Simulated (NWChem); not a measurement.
Molecule: BiH3TeO2; SMILES [TeH][Bi]([OH])[OH]

```xyz
7

Bi     0.0027     0.9559    -0.2476
O      1.4878     1.3135     1.1805
H      1.6967     0.4907     1.6444
O     -1.6171     1.2570     1.0359
H     -1.2967     1.2533     1.9487
Te    -0.0167    -1.9159     0.0051
H      1.2767    -2.0228    -1.0429
```
Atoms are numbered in this order, from 1.

Computed with NWChem. All runs use the structure optimised with PBE0/def2-SVP. def2 effective core potentials on Te, Bi; no spin-orbit coupling. B3LYP is NWChem's, with the RPA form of VWN correlation. Total energies of different functionals are on different scales.

| level | energy (Ha) | highest occupied level (eV) | orbital gap (eV) | dipole (D) |
|---|---|---|---|---|
| B3LYP/def2-SVP | -634.9751 | ? | ? | ? |
| PBE/def2-SVP | -634.6827 | -5.40 | 3.21 | 1.39 |
| OLYP/def2-SVP | -635.2615 | -5.17 | 3.23 | 1.48 |
| B3PW91/def2-SVP | -635.0050 | -6.32 | 4.54 | 1.60 |
| LDA (Slater exchange, VWN5)/def2-SVP | -633.0832 | -5.57 | 3.15 | 1.38 |
| HCTH/407/def2-SVP | -636.0605 | -5.45 | 3.18 | 1.47 |
| LC-wPBE (HJS exchange hole, range parameter 0.4 per bohr)/def2-SVP | -634.7882 | -9.01 | 9.25 | 1.80 |

Q: Complete the blanks.

A: 
- B3LYP/def2-SVP, highest occupied level (eV): -6.23
- B3LYP/def2-SVP, orbital gap (eV): 4.45
- B3LYP/def2-SVP, dipole (D): 1.55
